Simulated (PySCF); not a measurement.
## Fractional electron number in Sc²⁺ (scandium, charge +2)

The 3d alpha orbital of [Ar] 3d1 is emptied in steps (occupation f), with all orbitals relaxed, ending at [Ar]. Calculation: PySCF 2.14, in jorge-DZP-DKH; the spin-free X2C one-electron Hamiltonian (Gaussian nucleus). The exact energy is a straight line in f; departures are measured from the line between the end points of the same method.

```csv
f,B3LYP (eV)
1,0.000
0.75,-1.012
0.5,-1.361
0.25,-1.028
0,0.000
```

| method | E(f=0) − E(f=1) (eV) | −ε at f=1 (eV) | −ε at f=0.5 (eV) |
| --- | --- | --- | --- |
| B3LYP | 25.403 | 20.057 | 25.361 |

Orbital energy along the path (eV):

```csv
f,B3LYP
1,-20.057
0.75,-22.667
0.5,-25.361
0.25,-28.118
0,-30.909
```

Reference removal energy between the ground levels: 24.757 eV (measured; NIST Atomic Spectra Database, ionization energies). The calculation has no spin-orbit coupling.
